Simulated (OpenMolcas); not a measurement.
O: CASPT2 settings compared

```json
{
  "Program": "OpenMolcas 26.06",
  "Basis": "ANO-RCC-VDZP [3s2p1d]",
  "Scalar Hamiltonian": "X2C, point nucleus",
  "Active space": "6 electrons in 4 orbitals (2s 2p)",
  "State averaging": "2S+1 = 3 even, 3 roots; 2S+1 = 1 even, 6 roots",
  "Spin-orbit coupling": "RASSI with atomic mean-field integrals over the reference wave functions, term energies averaged over their components"
}
```

Methods on the same reference wave functions:
A. CASSCF
B. SS-CASPT2, IPEA 0.15 Eh, sigma1 regulariser 0.4 Eh (closed shells correlated: 1s)
C. SS-CASPT2, IPEA 0.6 Eh, no level shift (closed shells correlated: 1s)

Energies in cm⁻¹ above 2s² 2p⁴ ³P₂, the measured ground level; measured values from NIST Handbook of Basic Atomic Spectroscopic Data.

```
      Level      A      B      C  Measured
2s² 2p⁴ ³P₂    0.0    0.0    0.0       0.0
2s² 2p⁴ ³P₁    152    152    152       158
2s² 2p⁴ ³P₀    226    226    226       227
2s² 2p⁴ ¹D₂  17607  16740  16360     15868
2s² 2p⁴ ¹S₀  31858  33980  33650     33793
```

Deviations, from unrounded energies. A percentage is the sum of absolute deviations over the sum of measured energies, with the sign that they share, or ± where signs differ.

| Against measurement | Levels | A | B | C |
| --- | --- | --- | --- | --- |
| mean absolute deviation (cm-1) | 4 | 920 | 270 | 160 |
| fine structure of the ground term (%) | 2 | -1.9 | -1.8 | -1.8 |
| other terms of the ground configuration (%) | 2 | ±7.4 | +2.1 | ±1.3 |

C lies closest to measurement on these levels and A furthest from it. The largest miss of C in the table is 2s² 2p⁴ ¹D₂, by +490 cm-1. The ranking rests on the paired levels alone, and a cruder setting can come out closer through cancelling errors.

Between B and C the level of the table that moves most is 2s² 2p⁴ ¹D₂, by 380 cm-1 (lowest in C, highest in B). Moves below CASPT2's spread within the term are not significant.

The mean deviations of B to C differ by less than CASPT2's widest spread within a term (120 cm-1), so their order carries little weight.

From A to B the spin-free energies of the other terms of 2s² 2p⁴ shown, above ³P, scale by factors of 0.95 to 1.07.

The lowest spin-free term lies below A's lowest term by 0.116 hartree in B, 0.107 hartree in C.

CASPT2 breaks the degeneracy within a term, and the mean is taken; among the terms shown or strongly mixed into the levels shown the widest spread is 120 cm-1 (2s² 2p⁴ ¹D, C). Without dynamic correlation excited terms often stand tens of per cent too high (terms of higher spin than the ground term too low), and those without a measured partner can miss by more than the paired ones (holds for A). Computed and measured levels are paired by configuration, term and J; levels that our copy of the source lacks, or whose pairing is in doubt (as where it misses far off the trend of its configuration), stay unpaired and out of the deviations. Levels of configurations outside the active space are missing.
